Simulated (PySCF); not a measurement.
methoxymethyl(silyl)silane (C2H10OSi2), SMILES COC[SiH2][SiH3].

Coordinates come from a B3LYP-D3(BJ)/def2-SVP optimisation. One conformer was computed; it need not be the lowest.

All values below come from SMD-PBE0/6-31G* (PySCF).

Solvation free energies are E(SMD) − E(gas) at the gas-phase geometry, for 1 M in both phases. In vacuum the dipole moment is 1.83 D.

```tsv
solvent	ΔG(solv) (kcal/mol)	its non-electrostatic (CDS) part	dipole (D)
water	1.4	5.0	2.50
chlorobenzene	-1.8	-0.2	2.24
ethylethanoate	-1.8	-0.2	2.25
```
